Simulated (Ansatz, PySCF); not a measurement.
H$_{2}$F$_{3}$NSi (SMILES N[Si](F)(F)F), singlet, at a GFN2-xTB geometry. Base run: CASSCF(6,4)/6-31G (PySCF).

The PySCF input:
```python
from pyscf import gto, scf, mcscf
import numpy

mol = gto.M(
    atom='''
N     1.667666   -0.283865   -0.127330
Si    0.007504   -0.002494    0.005089
F    -0.794201   -0.986292   -0.937160
F    -0.332927    1.485326   -0.405909
F    -0.669203   -0.182628    1.430723
H     2.044462   -1.214791   -0.156781
H     2.343796    0.389115    0.187964
''',
    basis='6-31g',
    charge=0,
    spin=0,
    verbose=4,
)

mf = scf.RHF(mol)
mf.kernel()
mc = mcscf.CASSCF(mf, 4, 6)
mc.fix_spin_(ss=0.0)
mc.kernel()
occ = numpy.linalg.eigvalsh(mc.fcisolver.make_rdm1(mc.ci, mc.ncas, mc.nelecas))[::-1]
ss = mc.fcisolver.spin_square(mc.ci, mc.ncas, mc.nelecas)[0]
print('natural occupations', occ.round(4), ' <S^2>', round(ss, 4))
```

Programs used: Ansatz (an electronic-structure program), PySCF; a row that names a program was run with it.

Each row names what was changed in the base input (with any setting that the change needs).

```csv
change,ΔE vs base (mEh),natural occupations,<S^2> of the state,outcome
base,0.000,2.00 2.00 1.98 0.02,0.00,converged
"active space = 2 electrons, 2 orbitals",0.434,1.98 0.02,0.00,converged
"active space = 8 electrons, 7 orbitals",-80.310,2.00 1.98 1.98 1.98 0.02 0.02 0.02,0.00,converged
"active space = 10 electrons, 8 orbitals",-,-,-,not converged
orbitals = fixed (CASCI); correction = SC-NEVPT2,-517.2,2.00 2.00 2.00 0.00,0.00,converged
code = ansatz,0.027,-,-,converged
fix_spin_ = off,0.000,2.00 2.00 1.98 0.02,0.00,converged
state_average = 2 states,20.327,-,-,converged
"active space = 8 electrons, 6 orbitals",-,-,-,not converged
"code = ansatz; correction = SC-NEVPT2, all electrons",-514.8,-,-,converged
correction = SC-NEVPT2,-514.1,2.00 2.00 1.98 0.02,0.00,converged
```

Active orbitals are taken around the Fermi level unless the row says otherwise; CASSCF can end in different local minima, and two programs can end on different orbitals. State-averaged rows give the lowest state.
